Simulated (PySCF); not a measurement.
FGaH2O, SMILES [OH][GaH][F].

Coordinates come from a B3LYP-D3(BJ)/def2-TZVP optimisation. One conformer was computed; it need not be the lowest.

Computed with B3LYP-D3(BJ)/def2-TZVP run with PySCF 2.14.0.

Frequencies are harmonic and unscaled.

Problem. Give all harmonic wavenumbers and intensities. (The exact figures need the calculation; the answer reports its results.)

Solution. 
```json
[
 {"mode": "1", "ν (cm⁻¹)": "191", "IR (km/mol)": "34.8", "Raman (Å⁴/amu)": "1.2", "depolarisation": "0.71", "moving atoms (share of kinetic energy)": "F 38 %, O 34 %, Ga 19 %, H 9 %"},
 {"mode": "2", "ν (cm⁻¹)": "387", "IR (km/mol)": "175.4", "Raman (Å⁴/amu)": "1.3", "depolarisation": "0.75", "moving atoms (share of kinetic energy)": "H 80 %, O 13 %"},
 {"mode": "3", "ν (cm⁻¹)": "496", "IR (km/mol)": "5.5", "Raman (Å⁴/amu)": "2.7", "depolarisation": "0.75", "moving atoms (share of kinetic energy)": "H 94 %"},
 {"mode": "4", "ν (cm⁻¹)": "564", "IR (km/mol)": "72.4", "Raman (Å⁴/amu)": "6.7", "depolarisation": "0.75", "moving atoms (share of kinetic energy)": "H 91 %"},
 {"mode": "5", "ν (cm⁻¹)": "661", "IR (km/mol)": "48.7", "Raman (Å⁴/amu)": "6.9", "depolarisation": "0.17", "moving atoms (share of kinetic energy)": "F 75 %, Ga 16 %"},
 {"mode": "6", "ν (cm⁻¹)": "707", "IR (km/mol)": "92.3", "Raman (Å⁴/amu)": "9.1", "depolarisation": "0.25", "moving atoms (share of kinetic energy)": "O 76 %, Ga 20 %"},
 {"mode": "7", "ν (cm⁻¹)": "854", "IR (km/mol)": "99.2", "Raman (Å⁴/amu)": "1.9", "depolarisation": "0.73", "moving atoms (share of kinetic energy)": "H 90 %, O 8 %"},
 {"mode": "8", "ν (cm⁻¹)": "2079", "IR (km/mol)": "59.0", "Raman (Å⁴/amu)": "157.2", "depolarisation": "0.14", "moving atoms (share of kinetic energy)": "H 99 %"},
 {"mode": "9", "ν (cm⁻¹)": "3826", "IR (km/mol)": "64.5", "Raman (Å⁴/amu)": "102.6", "depolarisation": "0.22", "moving atoms (share of kinetic energy)": "H 94 %"}
]
```
